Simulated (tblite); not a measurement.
C14H12BN (BN-doped PAH), SMILES B1C=CC2=CC=CC3=CC=CC=CC3=C2N1 at step 4 of a GFN2-xTB optimisation (tblite, gas phase), coordinates in Å:

```
  1 B     2.712    1.905   -0.513
  2 C     3.451    0.993    0.476
  3 C     2.942   -0.210    0.787
  4 C     1.707   -0.690    0.194
  5 C     1.498   -2.040    0.208
  6 C     0.400   -2.798   -0.322
  7 C    -0.863   -2.359   -0.389
  8 C    -1.281   -1.013    0.024
  9 C    -2.315   -0.872    0.882
 10 C    -2.863    0.368    1.351
 11 C    -2.925    1.517    0.656
 12 C    -2.441    1.717   -0.686
 13 C    -1.394    1.090   -1.238
 14 C    -0.513    0.118   -0.555
 15 C     0.842    0.287   -0.480
 16 N     1.461    1.449   -0.942
 17 H     3.182    2.911   -0.846
 18 H     4.397    1.269    0.931
 19 H     3.474   -0.873    1.465
 20 H     2.265   -2.656    0.660
 21 H     0.594   -3.829   -0.613
 22 H    -1.647   -3.048   -0.687
 23 H    -2.762   -1.777    1.283
 24 H    -3.322    0.340    2.326
 25 H    -3.429    2.353    1.112
 26 H    -2.962    2.468   -1.274
 27 H    -1.124    1.352   -2.260
 28 H     0.914    2.031   -1.553
```

(1) What are the forces on the atoms (eV/Å)?

Results:

(1) 
```
  1 B     0.05   -0.26    0.18
  2 C     0.14   -0.05    0.18
  3 C    -0.03    0.04   -0.14
  4 C     0.09   -0.20    0.05
  5 C    -0.12   -0.01   -0.04
  6 C     0.07    0.11   -0.06
  7 C    -0.15    0.18   -0.04
  8 C     0.28    0.07   -0.01
  9 C     0.15    0.09   -0.24
 10 C     0.06   -0.05   -0.08
 11 C     0.07    0.02   -0.01
 12 C     0.05   -0.05    0.04
 13 C     0.30    0.00   -0.01
 14 C    -0.28    0.00    0.10
 15 C    -0.24   -0.42    0.13
 16 N     0.22   -0.08    0.19
 17 H    -0.13    0.31   -0.32
 18 H    -0.07    0.05   -0.02
 19 H    -0.17   -0.10   -0.14
 20 H     0.10    0.07    0.00
 21 H     0.11    0.16    0.16
 22 H     0.03    0.17   -0.10
 23 H     0.06    0.09   -0.02
 24 H    -0.13   -0.05    0.12
 25 H    -0.11    0.16   -0.03
 26 H     0.04   -0.08    0.08
 27 H    -0.02   -0.14    0.02
 28 H    -0.37   -0.02   -0.03
```
